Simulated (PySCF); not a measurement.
# Correlation energy of Ti³⁺ (titanium, charge +3)

[Ar] 3d1, 2D determinant. Computed with PySCF 2.14 in x2c-TZVPPall (6s5p4d2f1g, 64 functions), with the spin-free X2C one-electron Hamiltonian (Gaussian nucleus). Frozen: [Ne]; 9 electrons correlated.

```json
{"level": "CCSD", "correlation energy (mhartree)": "-235.16"}
{"level": "(T)", "correlation energy (mhartree)": "-4.22"}
{"level": "CCSD(T)", "correlation energy (mhartree)": "-239.38"}
```

Diagnostics: T1 = 0.0029, D1 = 0.0089, largest double amplitude 0.039.

Cost of the coupled-cluster step: of the order of 6 core-seconds, for 9 correlated electrons.

Iterations:

```
CC2 = 0
CCSD nocc = (np.int64(5), np.int64(4)), nmo = (59, 59)
frozen orbitals [[0, 1, 2, 3, 4], [0, 1, 2, 3, 4]]
max_cycle = 100
direct = 0
conv_tol = 1e-08
conv_tol_normt = 1e-06
diis_space = 8
diis_start_cycle = 0
Init t2, MP2 energy = -0.209731831872625
Init E_corr(UCCSD) = -0.209731831874435
cycle = 1  E_corr(UCCSD) = -0.230726436404329  dE = -0.0209946045  norm(t1,t2) = 0.026987
cycle = 2  E_corr(UCCSD) = -0.234179198739545  dE = -0.00345276234  norm(t1,t2) = 0.00648311
cycle = 3  E_corr(UCCSD) = -0.235193559042271  dE = -0.0010143603  norm(t1,t2) = 0.00205074
cycle = 4  E_corr(UCCSD) = -0.235167001512513  dE = 2.65575298e-05  norm(t1,t2) = 0.00020458
cycle = 5  E_corr(UCCSD) = -0.235163773995987  dE = 3.22751653e-06  norm(t1,t2) = 2.55848e-05
cycle = 6  E_corr(UCCSD) = -0.235164300494391  dE = -5.26498404e-07  norm(t1,t2) = 5.96998e-06
cycle = 7  E_corr(UCCSD) = -0.235164302638289  dE = -2.14389756e-09  norm(t1,t2) = 1.04053e-06
cycle = 8  E_corr(UCCSD) = -0.235164299441728  dE = 3.19656104e-09  norm(t1,t2) = 1.30576e-07
UCCSD converged
E(UCCSD) = -851.3173704404971  E_corr = -0.2351642994417276
UCCSD(T) correction = -0.00421500340552667
```

This basis was not built for core-valence correlation, so the inner-shell part is incomplete.
